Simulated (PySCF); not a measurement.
## Assigning NMR signals

Structure with atom numbers: `[CH3:1][O:2][c:3]1[cH:4][cH:5][cH:6][o:7]1`. Hydrogens are named by the atom that carries them.

- structure optimised with PBE0-D3(BJ)/def2-TZVP
- shieldings: GIAO B97-2/pcSseg-2
- code: PySCF 2.14
- one conformer, no solvent model, fast rotation and ring inversion assumed for equivalent nuclei, non-relativistic

References, each an isolated molecule treated in the same way: 13C (σ = 185.38 ppm) and 1H (σ = 31.64 ppm) vs TMS.

**Question.** Assign these signals to the numbered atoms. 13C{1H} NMR (computed): δ 167.6 (C), 136.0 (CH), 119.5 (CH), 84.8 (CH), 57.3 (CH3).

**Answer.** 
```tsv
δ (ppm)	atoms	environment	reason
167.6	C3	aromatic carbon bearing oxygen	an ipso carbon deshielded by its heteroatom
136.0	C6	aromatic CH next to the ring oxygen	–
119.5	C5	aromatic CH	–
84.8	C4	aromatic CH	it is ortho or para to a lone-pair donor and shielded by resonance
57.3	C1	methyl carbon bonded to O	pulled downfield by the heteroatom
```

**Question.** Assign these signals to the numbered atoms. 1H NMR (400 MHz, computed): δ 6.99 (m, 1H), 6.55 (m, 1H), 5.31 (m, 1H), 3.90 (s, 3H).

**Answer.** 
6.99 → H(C6), hydrogen on an aromatic CH next to the ring oxygen: π donation from the O or N substituent shields it against benzene
6.55 → H(C5), hydrogen on an aromatic CH: aromatic region
5.31 → H(C4), hydrogen on an aromatic CH
3.90 → H(C1), hydrogen on a methyl carbon bonded to O: its carbon carries O, hence the downfield position

Shifts are as computed. Against solution values, carbons near 30 ppm lie about +3 ppm off and those near 130 ppm about +7 ppm. Of 1211 compounds with measured shifts, 218 miss one by over three times the rms of a fit or turn the order of signals round; such compounds aren't used in these exercises. No couplings were computed; multiplicities are counted from neighbouring protons, with m where these are inequivalent, close in shift, in a saturated or five-membered ring or joined by F or P, and br s for small geminal =CH2 splittings.
